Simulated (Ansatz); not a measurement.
Total energies of CaO2⁻ from Ansatz at r2SCAN-D4/def2-TZVPD, gas phase (1 Eh = 27.2114 eV = 2625.5 kJ/mol). The reference geometry is relaxed at PBE0-D4/def2-TZVPD.

```xyz
3

Ca    0.001    0.001   -0.001
O    -1.529    1.166   -0.486
O     1.528   -1.166    0.487
```

| state | geometry | energy (Eh) |
| --- | --- | --- |
| charge -1 doublet | reference | -827.98704 |
| charge 0 triplet | reference | -827.90422 |
| charge -1 quartet | relaxed at PBE0-D4/def2-TZVPD | -827.93776 |

(1) Work out the vertical ionisation energy to the triplet.

(2) Which of the charge -1 states is lowest, and how far above it are the others?

(1) E(charge 0 triplet) − E(charge -1 doublet) = -827.90422 − (-827.98704) = 0.08282 Eh = 2.25 eV. For comparison, −ε of the highest occupied level of the spin that leaves is -0.18 eV at this level, 2.43 eV less.

(2) The doublet. quartet: -827.93776 − (-827.98704) = 0.04928 Eh = 129.4 kJ/mol.

At r2SCAN-D4/def2-TZVPD the highest occupied level of the charge -1 doublet lies above zero (up to 0.18 eV). By energy differences its removal costs 2.25 eV (vertical, to the charge 0 triplet, at r2SCAN-D4/def2-TZVPD); a positive level beside a positive removal energy at the same level points to self-interaction error. At r2SCAN-D4/def2-TZVPD the highest occupied level of the charge -1 quartet lies above zero (up to 0.92 eV). It is a level of α spin, whose loss leaves a triplet; that state wasn't run at this geometry and level. The electron is either unbound and held by the finite basis, or the level is raised by self-interaction error. 

The structure comes from a short search, and lower isomers may exist.
